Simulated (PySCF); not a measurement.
An equivalent PySCF input for I⁴⁴⁺ (iodine, charge +44), [He] 2s2 2p5, 2P determinant, with scalar relativity by spin-free X2C-1e:

```python
from pyscf import gto, scf, dft, mp, cc
mol = gto.M(atom="I 0 0 0", charge=44, spin=1, symmetry="D2h",
            basis=gto.etbs([(0, 19, 20, 2.2), (1, 12, 26, 2.2), (2, 6, 110, 2.4), (3, 5, 160, 2.4), (4, 4, 240, 2.4)]),
            nucmod="G")
mf = scf.UHF(mol).sfx2c1e()
mf.irrep_nelec = {'Ag': (2, 2), 'B1u': (1, 1), 'B2u': (1, 1), 'B3u': (1, 0)}
mf.kernel()
```

It reaches the same state as the run whose output follows, and the same energy. The run itself started from symmetry-adapted Hartree-Fock orbitals and held the occupation by maximum overlap, so the iterations belong to that start.

```
SCF conv_tol = 1e-09
number electrons alpha = 5  beta = 4
cycle= 1 E= -5070.45687548804  delta_E= -0.00587  |g|= 0.0422  |ddm|= 0.00391
cycle= 2 E= -5070.45688064841  delta_E= -5.16e-06  |g|= 0.00135  |ddm|= 0.000142
cycle= 3 E= -5070.45688065405  delta_E= -5.65e-09  |g|= 4.28e-06  |ddm|= 5.1e-06
cycle= 4 E= -5070.45688065406  delta_E= -1.82e-12  |g|= 3.61e-08  |ddm|= 1.76e-08
converged SCF energy = -5070.45688065406  <S^2> = 0.75003606  2S+1 = 2.0000361
```

Spin-orbit coupling, absent here, splits the open shell strongly.
